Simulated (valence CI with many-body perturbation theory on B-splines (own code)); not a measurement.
# Pm XLI: M1 decay

Method: valence CI with perturbative core correlation (CI+MBPT): three valence electrons over a frozen Dirac-Fock core [Ar], a basis of 9 s, 9 p, 10 d, 8 f, 5 g, 3 h, 1 i functions for each j, with the one-electron correlation potential Σ1, the two-electron term Σ2, the three-electron term Σ3, Breit, model QED; selected CI, second order for the rest (own B-spline code, finite nucleus).

No measured spectrum was set against this ion. As an estimate, large intervals hold to a few tenths of a per cent, small ones and those within an open d or f shell to about a per cent. Only levels of the ground parity were solved; by the run's estimate the other parity begins above the list, which can be wrong where configurations are misplaced.

Lines 1 to 50 of 61 in falling wavelength, among levels below 109.97 eV, chosen from the decays that carry over 1 % of a level's rate. Wavelengths and rates use the calculated energies. S is in atomic units (e²a₀⁴ for E2 and M2, e²a₀⁶ for E3), for M1 in squared Bohr magnetons. Weak lines are less certain than strong ones. Lines between different terms over intervals too small for the method are left out, as are lines whose strength nearly cancels. The highest levels of a list are the least certain.

Levels are named by their leading jj configuration (3d3/2^4 stands for four electrons in 3d with j = 3/2), which in mixed levels can hold well under half, so a name can repeat and another be missing. Letters in brackets count levels of one name in rising energy.

```tsv
λ vac (Å)	Upper	Lower	Type	A (s⁻¹)	S (a.u.)
11960	(3d3/2^2 3d5/2) J=9/2	(3d3/2^2 3d5/2) J=7/2	M1	5.15e+00	3.27e+00
3258	(3d3/2^2 3d5/2) J=1/2	(3d3/2^2 3d5/2) J=3/2	M1	6.59e+02	1.69e+00
1713	(3d3/2^2 3d5/2) J=7/2	(3d3/2^2 3d5/2) J=5/2 [a]	M1	3.51e+03	5.24e+00
1580	(3d3/2 3d5/2^2) J=11/2	(3d3/2 3d5/2^2) J=9/2	M1	1.38e+03	2.42e+00
1317	(3d3/2 3d5/2^2) J=5/2 [b]	(3d3/2 3d5/2^2) J=3/2 [a]	M1	3.07e+03	1.56e+00
1008	(3d3/2 3d5/2^2) J=5/2 [a]	(3d3/2 3d5/2^2) J=7/2 [a]	M1	3.56e+03	8.11e-01
808.3	(3d5/2^3) J=3/2	(3d3/2 3d5/2^2) J=3/2 [b]	M1	8.85e+03	6.93e-01
711.5	(3d3/2^2 3d5/2) J=5/2 [b]	(3d3/2^2 3d5/2) J=7/2	M1	2.92e+03	2.34e-01
686.9	(3d3/2 3d5/2^2) J=5/2 [a]	(3d3/2^2 3d5/2) J=5/2 [b]	M1	1.97e+04	1.42e+00
677.1	(3d3/2 3d5/2^2) J=7/2 [b]	(3d3/2 3d5/2^2) J=7/2 [a]	M1	6.67e+03	6.14e-01
650.2	(3d3/2^2 3d5/2) J=5/2 [b]	(3d3/2^2 3d5/2) J=3/2	M1	2.02e+04	1.24e+00
586.7	(3d3/2 3d5/2^2) J=3/2 [b]	(3d3/2 3d5/2^2) J=1/2	M1	2.35e+04	7.04e-01
565.6	(3d5/2^3) J=9/2	(3d3/2 3d5/2^2) J=11/2	M1	1.37e+04	9.20e-01
560.6	(3d3/2 3d5/2^2) J=5/2 [b]	(3d3/2^2 3d5/2) J=5/2 [b]	M1	6.52e+04	2.56e+00
558.8	(3d5/2^3) J=5/2	(3d3/2 3d5/2^2) J=3/2 [b]	M1	1.81e+04	7.04e-01
541.3	(3d3/2^2 3d5/2) J=5/2 [a]	(3d3/2^3) J=3/2	M1	1.71e+05	6.05e+00
535.0	(3d3/2 3d5/2^2) J=7/2 [a]	(3d3/2^2 3d5/2) J=7/2	M1	6.82e+04	3.10e+00
532.6	(3d3/2 3d5/2^2) J=3/2 [b]	(3d3/2 3d5/2^2) J=3/2 [a]	M1	3.84e+04	8.60e-01
515.3	(3d3/2 3d5/2^2) J=7/2 [b]	(3d3/2^2 3d5/2) J=5/2 [b]	M1	9.88e+03	4.01e-01
502.7	(3d3/2^2 3d5/2) J=5/2 [b]	(3d3/2^2 3d5/2) J=5/2 [a]	M1	4.99e+03	1.41e-01
495.1	(3d3/2 3d5/2^2) J=9/2	(3d3/2^2 3d5/2) J=9/2	M1	1.27e+05	5.72e+00
475.4	(3d3/2 3d5/2^2) J=9/2	(3d3/2^2 3d5/2) J=7/2	M1	7.89e+04	3.14e+00
443.4	(3d3/2 3d5/2^2) J=3/2 [a]	(3d3/2^2 3d5/2) J=1/2	M1	4.82e+04	6.23e-01
435.0	(3d3/2^2 3d5/2) J=3/2	(3d3/2^3) J=3/2	M1	1.51e+05	1.84e+00
424.5	(3d5/2^3) J=3/2	(3d3/2 3d5/2^2) J=5/2 [b]	M1	4.97e+03	5.64e-02
416.5	(3d5/2^3) J=9/2	(3d3/2 3d5/2^2) J=9/2	M1	1.87e+05	5.01e+00
411.8	(3d3/2 3d5/2^2) J=1/2	(3d3/2^2 3d5/2) J=1/2	M1	2.75e+05	1.43e+00
407.7	(3d3/2 3d5/2^2) J=7/2 [a]	(3d3/2^2 3d5/2) J=5/2 [a]	M1	2.89e+05	5.81e+00
390.3	(3d3/2 3d5/2^2) J=3/2 [a]	(3d3/2^2 3d5/2) J=3/2	M1	2.83e+05	2.50e+00
383.8	(3d3/2^2 3d5/2) J=1/2	(3d3/2^3) J=3/2	M1	5.55e+04	2.33e-01
379.5	(3d5/2^3) J=9/2	(3d3/2 3d5/2^2) J=7/2 [a]	M1	2.54e+05	5.14e+00
377.0	(3d3/2 3d5/2^2) J=11/2	(3d3/2^2 3d5/2) J=9/2	M1	8.89e+04	2.12e+00
372.7	(3d5/2^3) J=3/2	(3d3/2 3d5/2^2) J=5/2 [a]	M1	1.88e+05	1.44e+00
365.6	(3d3/2 3d5/2^2) J=1/2	(3d3/2^2 3d5/2) J=3/2	M1	1.40e+04	5.06e-02
363.5	(3d5/2^3) J=5/2	(3d3/2 3d5/2^2) J=7/2 [b]	M1	7.36e+04	7.86e-01
349.5	(3d3/2 3d5/2^2) J=5/2 [a]	(3d3/2^2 3d5/2) J=7/2	M1	2.23e+04	2.12e-01
344.6	(3d3/2 3d5/2^2) J=3/2 [b]	(3d3/2^2 3d5/2) J=5/2 [b]	M1	1.67e+05	1.01e+00
343.9	(3d5/2^3) J=5/2	(3d3/2 3d5/2^2) J=5/2 [b]	M1	1.52e+05	1.38e+00
339.9	(3d5/2^3) J=3/2	(3d3/2 3d5/2^2) J=1/2	M1	9.59e+04	5.59e-01
334.0	(3d3/2 3d5/2^2) J=5/2 [a]	(3d3/2^2 3d5/2) J=3/2	M1	1.38e+05	1.14e+00
331.8	(3d3/2 3d5/2^2) J=3/2 [a]	(3d3/2^2 3d5/2) J=5/2 [a]	M1	1.45e+05	7.85e-01
321.0	(3d5/2^3) J=3/2	(3d3/2 3d5/2^2) J=3/2 [a]	M1	1.58e+05	7.76e-01
313.6	(3d3/2 3d5/2^2) J=5/2 [b]	(3d3/2^2 3d5/2) J=7/2	M1	7.77e+04	5.33e-01
309.0	(3d5/2^3) J=5/2	(3d3/2 3d5/2^2) J=5/2 [a]	M1	1.19e+05	7.78e-01
306.5	(3d3/2 3d5/2^2) J=7/2 [b]	(3d3/2^2 3d5/2) J=9/2	M1	5.14e+04	4.39e-01
301.1	(3d3/2 3d5/2^2) J=5/2 [b]	(3d3/2^2 3d5/2) J=3/2	M1	4.36e+03	2.65e-02
298.9	(3d3/2 3d5/2^2) J=7/2 [b]	(3d3/2^2 3d5/2) J=7/2	M1	4.47e+04	3.54e-01
290.3	(3d3/2 3d5/2^2) J=5/2 [a]	(3d3/2^2 3d5/2) J=5/2 [a]	M1	2.47e+04	1.35e-01
272.7	(3d5/2^3) J=5/2	(3d3/2 3d5/2^2) J=3/2 [a]	M1	2.06e+05	9.29e-01
265.0	(3d3/2 3d5/2^2) J=5/2 [b]	(3d3/2^2 3d5/2) J=5/2 [a]	M1	6.09e+03	2.52e-02
```
